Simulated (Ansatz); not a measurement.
`C[O][GeH]([F])[SH]` → `C[O][Ge]([F])[SH]`• + H•  (homolysis of the Ge–H bond)

Gas-phase electronic energies from Ansatz, PBE0-D4/def2-TZVP geometries. CCSD(T)/CBS is the MP2 limit (def2-TZVPP, def2-QZVPP) plus CCSD(T) − MP2 in def2-TZVPP, frozen cores. This one scheme is used for every species, atoms too. No spin–orbit coupling; open shells (•) take unrestricted orbitals. Bonds to Ge are less sure, by a few kJ/mol each and by 10 to 20 or more in all where they break to atoms, as the def2 sets lack core-valence functions. Scalar relativity is left out up to krypton. One conformer a species, not always the lowest.

```
             level  ΔE (kJ/mol)
     HF/def2-TZVPP        291.7
SCS-MP2/def2-TZVPP        370.6
     HF/def2-QZVPP        291.3
SCS-MP2/def2-QZVPP        375.1
```

Q: What does CCSD(T)/CBS give? (Estimate.)

A: Ansatz gave: +373.8 kJ/mol. The listed levels differ from it by -82.1, -3.2, -82.5, 1.3 kJ/mol.

Largest T1 diagnostic among the species: 0.015.

In def2-TZVPP, CCSD(T) changes the Hartree–Fock value by +75.6 kJ/mol (the triples alone add −1.2 kJ/mol) and MP2 by +68.5 kJ/mol; breaking electron pairs costs correlation energy, which Hartree–Fock lacks. The D4 term adds +3.2 kJ/mol with B3LYP and +1.9 kJ/mol with PBE0; it sums over pairs of atoms, weighted by their polarisabilities, and B3LYP, whose exchange is more repulsive, gets the larger term. From PBE to PBE0 (25 % exact exchange), in def2-TZVPP and without D4, ΔE moves by +15.8 kJ/mol.

B3LYP here is the variant with VWN-RPA as its local correlation; programs differ in this.
